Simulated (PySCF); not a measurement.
# Ionisation energy of Se+ by level of theory

Se+ [Ar] 3d10 4s2 4p3 (4S) → Se(2+) [Ar] 3d10 4s2 4p2 (3P), as a difference of total energies. Computed with PySCF 2.14 in aug-cc-pwCVDZ-PP with ECP10MDF (6s5p4d1f, 48 functions), with scalar relativity through the core potential. Correlated levels: valence: 3s2 3p6 3d10 frozen; valence and next inner shell: nothing frozen outside the core potential. The calculations carry no spin-orbit coupling.

| method | ionisation energy (eV) | difference from reference (eV) |
| --- | --- | --- |
| UHF | 20.830 | -0.366 |
| LDA | 21.383 | +0.187 |
| PBE | 21.229 | +0.033 |
| PBE0 | 21.335 | +0.139 |
| r2SCAN | 21.530 | +0.334 |
| B97-3 | 21.116 | -0.080 |
| B2PLYP | 21.163 | -0.033 |
| BLYP | 20.970 | -0.226 |
| PBEsol | 21.250 | +0.054 |
| MP2 (valence) | 21.227 | +0.031 |
| SCS-MP2 (valence) | 21.089 | -0.107 |
| MP2 (valence and next inner shell) | 21.341 | +0.145 |
| SCS-MP2 (valence and next inner shell) | 21.169 | -0.027 |

Reference: 21.196 ± 0.01 eV (measured; NIST Atomic Spectra Database, ionization energies).

The reference lies between the lowest fine-structure levels, while these numbers refer to the centres of the terms.

Errors of the correlated levels include the incompleteness of this basis and the frozen core.
